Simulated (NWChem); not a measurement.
BH$_{2}$, doublet; SMILES [BH2]

Results from NWChem. Pople sets run with spherical d functions. Spin-unrestricted. In the optimisation the excess spin sits in a1 (C2v, its own frame). No stability test was run on the SCF state. Each level has its own optimisation; frequencies are unscaled.

| level | r B–H (Å) | highest harmonic frequency (cm⁻¹) | lowest (cm⁻¹) | zero-point energy (kcal/mol) | dipole (D) |
|---|---|---|---|---|---|
| BP86/def2-TZVP | 1.198 | 2689 | 948 | 8.8 | 0.49 |
| UHF/STO-3G | 1.161 | 3329 | 1321 | 11.1 | 0.21 |
| B3LYP/def2-TZVP | 1.187 | 2755 | 986 | 9.0 | 0.49 |
| PBE0/def2-TZVP | 1.191 | 2754 | 979 | 9.0 | 0.50 |
| B3LYP/6-31G* | 1.193 | 2768 | 1023 | 9.1 | 0.37 |
